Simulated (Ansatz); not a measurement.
`N[SiH2]I` + HCl → `Cl[SiH2]I` + NH₃ at 700 K and 1 bar (ligand exchange at the Si–N bond).

Calculated with Ansatz (gas phase, PBE0-D4/def2-TZVP geometries, no zero-point term in ΔE). CCSD(T)/CBS adds triple-zeta CCSD(T) − MP2 to the extrapolated MP2 energy (def2 sets, frozen cores). This one scheme is used for every species. def2 core potentials past Kr. For I outer-core shells are correlated without core-valence functions, which leaves a few kJ/mol of doubt a bond. Each species was taken in one conformer, which may not be the lowest.

| species | CCSD(T)/CBS energy (Eh) | H − E (kJ/mol) | S (J/(mol·K)) |
| --- | --- | --- | --- |
| `N[SiH2]I` | -643.69654 | 171.5 | 396.4 |
| HCl | -460.38127 | 38.4 | 211.8 |
| `Cl[SiH2]I` | -1047.58245 | 97.2 | 378.9 |
| NH₃ | -56.50880 | 116.9 | 226.5 |

H − E and S are ideal-gas, rigid-rotor, harmonic terms from PBE0-D4/def2-TZVP, for one conformer and one mirror image of each species. 1 Eh = 2625.50 kJ/mol, R = 8.31446 J/(mol·K).

Question: By hand: ΔE, ΔH, ΔS and ΔG.

Answer: ΔE = (-1047.58245) + (-56.50880) − (-643.69654) − (-460.38127) = -0.01344 Eh = -35.3 kJ/mol. Δ(H − E) = 97.2 + 116.9 − 171.5 − 38.4 = 4.2, so ΔH = -31.1 kJ/mol. ΔS = 378.9 + 226.5 − 396.4 − 211.8 = -2.8 J/(mol·K). ΔG = -31.1 − 700 × (-2.8)/1000 = -29.1 kJ/mol.

Question: By hand: the equilibrium constant, and the temperature at which ΔG would vanish if ΔH and ΔS stayed fixed.

Answer: log₁₀ K = −ΔG/(RT ln 10) = 2.2. ΔG = 0 at ΔH/ΔS = 11107 K, far beyond where these terms or the molecules hold.

The number of gas molecules stays the same, so ΔS is small and ΔH decides. A doubt of 5 kJ/mol in ΔE shifts log₁₀ K by 0.4 here. Other conformers and mirror images would add mixing entropy, several J/(mol·K) or more a flexible species. These are equilibria of isolated gas molecules and say nothing of rates. Largest T1 diagnostic: 0.009 (customary marks: 0.02 for closed shells, 0.045 for open ones).
